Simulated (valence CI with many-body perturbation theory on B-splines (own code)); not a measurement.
## E1 line list for As⁺

Method: relativistic CI+MBPT: four valence electrons over a frozen Dirac-Fock core [Ar] 3d10, radial functions for each j: 11 s, 11 p, 10 d, 8 f, 5 g, 2 h, with the one-electron correlation potential Σ1 (screened to all orders), the two-electron term Σ2, the three-electron term Σ3, Breit, model QED; selected single and double excitations, second order for the rest (own B-spline code, finite nucleus).

Against 16 measured levels this calculation errs by 193 cm⁻¹ on average and by 359 at most. These come from a selection out of the NIST Handbook of Basic Atomic Spectroscopic Data. Levels without a partner in it may be off by more. Among the levels kept, up to 2200 cm⁻¹ of a level comes from second order outside the variational space, and about a tenth of that is noise between levels of different J, which matters for small intervals.

Lines 301 to 350 of 521 in falling wavelength, among levels below 17.296 eV, chosen from the strongest by gf and those to the six lowest levels. Wavelengths and rates use the calculated energies, so an error of 200 cm⁻¹ moves a line at 451.8 nm by 0.9 % and its rate by three times that or more. Electric multipoles are in the length gauge, E1 and E2 with the static RPA response of the core. Weak lines are less certain than strong ones. Lines between different terms over intervals too small for the method are left out, as are lines whose strength nearly cancels. Where a level lies close to another of its J and parity, the split of strength between their lines is uncertain.

Levels are named by their leading jj configuration (3d3/2^4 stands for four electrons in 3d with j = 3/2), which in mixed levels can hold well under half, so a name can repeat and another be missing. Letters in brackets count levels of one name in rising energy.

```
λ vac (nm)                       Upper                       Lower   A (s⁻¹)  log gf  Branch %
     451.8      (4s^2 4p3/2 5d5/2) J=4      (4s^2 4p3/2 5p3/2) J=3  1.78e+08    0.69     100.0
     451.1  (4s^2 4p1/2 5d3/2) J=1 [b]  (4s^2 4p3/2 5p1/2) J=1 [a]  4.27e+07   -0.41       1.9
     451.1      (4s^2 4p3/2 4f5/2) J=2      (4s^2 4p3/2 4d3/2) J=1  1.33e+07   -0.69       9.2
     450.8         (4s^2 4p3/2 6s) J=1      (4s^2 4p1/2 5p1/2) J=1  2.07e+07   -0.72       3.4
     449.2      (4s^2 4p3/2 4f5/2) J=4  (4s^2 4p3/2 4d5/2) J=3 [b]  1.36e+08    0.57      54.5
     449.2      (4s^2 4p3/2 6p3/2) J=2  (4s^2 4p3/2 4d5/2) J=2 [b]  1.48e+07   -0.65       8.8
     448.4      (4s^2 4p3/2 5d3/2) J=0  (4s^2 4p3/2 5p1/2) J=1 [b]  1.27e+08   -0.42      10.7
     448.2      (4s^2 4p3/2 4f7/2) J=3  (4s^2 4p3/2 4d5/2) J=2 [b]  8.60e+07    0.26      30.2
     447.5      (4s^2 4p3/2 5d3/2) J=1  (4s^2 4p3/2 5p1/2) J=1 [b]  9.97e+07   -0.05       7.4
     447.5      (4s^2 4p1/2 5d5/2) J=3      (4s^2 4p1/2 5p3/2) J=2  1.66e+08    0.54      34.0
     445.9      (4s^2 4p3/2 4f5/2) J=2  (4s^2 4p3/2 4d5/2) J=2 [b]  1.46e+07   -0.66      10.1
     443.7      (4s^2 4p1/2 4f5/2) J=2      (4s^2 4p1/2 4d3/2) J=1  1.47e+08    0.33      50.9
     443.6      (4s^2 4p3/2 5d3/2) J=3      (4s^2 4p3/2 5p1/2) J=2  1.05e+08    0.34       6.6
     441.0      (4s^2 4p3/2 4f7/2) J=2      (4s^2 4p3/2 4d3/2) J=1  6.99e+07    0.01      27.5
     440.9      (4s^2 4p3/2 4f5/2) J=1      (4s^2 4p3/2 4d3/2) J=1  6.09e+07   -0.27      21.8
     440.3      (4s^2 4p3/2 5d5/2) J=2  (4s^2 4p3/2 5p1/2) J=1 [b]  2.54e+07   -0.43       1.0
     438.7      (4s^2 4p3/2 4f5/2) J=1      (4s^2 4p3/2 4d3/2) J=0  7.04e+07   -0.22      25.2
     437.3      (4s^2 4p3/2 5p3/2) J=0         (4s^2 4p3/2 5s) J=1  9.82e+07   -0.55      92.8
     436.1      (4s^2 4p3/2 5d3/2) J=2      (4s^2 4p3/2 5p1/2) J=2  7.10e+07    0.01       3.8
     436.1      (4s^2 4p3/2 4f7/2) J=2  (4s^2 4p3/2 4d5/2) J=2 [b]  2.42e+07   -0.46       9.5
     433.9      (4s^2 4p3/2 6p3/2) J=2      (4s^2 4p3/2 4d5/2) J=1  5.74e+07   -0.09      34.2
     432.0      (4s^2 4p3/2 5d3/2) J=1      (4s^2 4p3/2 5p1/2) J=2  3.30e+07   -0.56       2.5
     431.8  (4s^2 4p1/2 5d3/2) J=1 [b]      (4s^2 4p1/2 5p1/2) J=0  6.76e+07   -0.25       3.1
     430.9      (4s^2 4p3/2 4f5/2) J=2      (4s^2 4p3/2 4d5/2) J=1  3.81e+07   -0.28      26.4
     425.3      (4s^2 4p1/2 5d3/2) J=2      (4s^2 4p1/2 5p1/2) J=1  7.45e+07    0.00      17.9
     423.5      (4s^2 4p3/2 5d3/2) J=3      (4s^2 4p3/2 5p3/2) J=3  4.80e+07   -0.04       3.0
     422.9      (4s^2 4p1/2 5d5/2) J=2      (4s^2 4p1/2 5p3/2) J=2  2.25e+07   -0.52       1.3
     421.7      (4s^2 4p3/2 4f7/2) J=2      (4s^2 4p3/2 4d5/2) J=1  5.52e+07   -0.13      21.7
     421.7      (4s^2 4p3/2 4f5/2) J=3  (4s^2 4p3/2 4d5/2) J=3 [a]  1.06e+07   -0.71       3.2
     421.2      (4s^2 4p3/2 4f7/2) J=4  (4s^2 4p3/2 4d5/2) J=3 [a]  7.33e+07    0.24      24.0
     419.2      (4s^2 4p1/2 5d5/2) J=2      (4s^2 4p1/2 5p3/2) J=1  4.57e+07   -0.22       2.7
     416.2      (4s^2 4p3/2 5d3/2) J=2  (4s^2 4p3/2 5p1/2) J=1 [a]  2.34e+07   -0.52       1.3
     413.1      (4s^2 4p3/2 4f7/2) J=3  (4s^2 4p3/2 4d5/2) J=3 [a]  3.04e+07   -0.26      10.7
     409.4      (4s^2 4p3/2 4f5/2) J=4  (4s^2 4p3/2 4d5/2) J=3 [a]  1.47e+07   -0.48       5.9
     407.1      (4s^2 4p3/2 4f5/2) J=3      (4s^2 4p1/2 4d5/2) J=2  3.90e+07   -0.17      11.7
     406.2      (4s^2 4p3/2 5d5/2) J=2  (4s^2 4p3/2 5p1/2) J=1 [a]  2.96e+07   -0.44       1.2
     381.7      (4s^2 4p3/2 5p1/2) J=2      (4s 4p1/2 4p3/2^2) J=3  1.73e+07   -0.72      13.4
     318.8      (4s^2 4p1/2 5f7/2) J=4  (4s^2 4p3/2 4d5/2) J=3 [a]  1.28e+07   -0.75       8.7
     312.2      (4s^2 4p3/2 6d5/2) J=3      (4s^2 4p3/2 5p3/2) J=2  5.33e+07   -0.26       7.1
     310.8      (4s^2 4p1/2 4f7/2) J=4      (4s^2 4p1/2 4d5/2) J=3  1.54e+08    0.30      53.1
     310.2      (4s^2 4p1/2 5f7/2) J=3      (4s^2 4p1/2 4d5/2) J=2  2.74e+07   -0.56      17.3
     309.8      (4s^2 4p3/2 5f5/2) J=4  (4s^2 4p3/2 4d5/2) J=3 [b]  3.83e+07   -0.30      30.0
     308.5      (4s^2 4p3/2 5f7/2) J=3  (4s^2 4p3/2 4d5/2) J=2 [b]  2.05e+07   -0.69      14.6
     304.9      (4s^2 4p1/2 5f5/2) J=2      (4s^2 4p1/2 4d3/2) J=1  3.60e+07   -0.60      25.2
     304.6      (4s^2 4p1/2 4f5/2) J=3  (4s^2 4p1/2 4d3/2) J=2 [b]  6.58e+07   -0.19      19.8
     304.1      (4s^2 4p1/2 4f7/2) J=3  (4s^2 4p1/2 4d3/2) J=2 [b]  1.17e+08    0.05      37.7
     299.4      (4s^2 4p3/2 4f7/2) J=4      (4s^2 4p3/2 4d5/2) J=4  4.99e+07   -0.22      16.3
     299.3      (4s^2 4p3/2 6d3/2) J=3      (4s^2 4p3/2 5p1/2) J=2  3.79e+07   -0.45       7.0
     295.8      (4s^2 4p1/2 6d5/2) J=3      (4s^2 4p1/2 5p3/2) J=2  5.32e+07   -0.31      12.8
     294.9      (4s^2 4p3/2 4f7/2) J=5      (4s^2 4p3/2 4d5/2) J=4  3.32e+08    0.68      99.3
```

Q: How does gf follow from A for the line at 309.8 nm?

A: gf = 1.4992 × (2J+1)_upper × A / σ², with σ = 32275 cm⁻¹ and 2J+1 = 9: gf = 0.496.
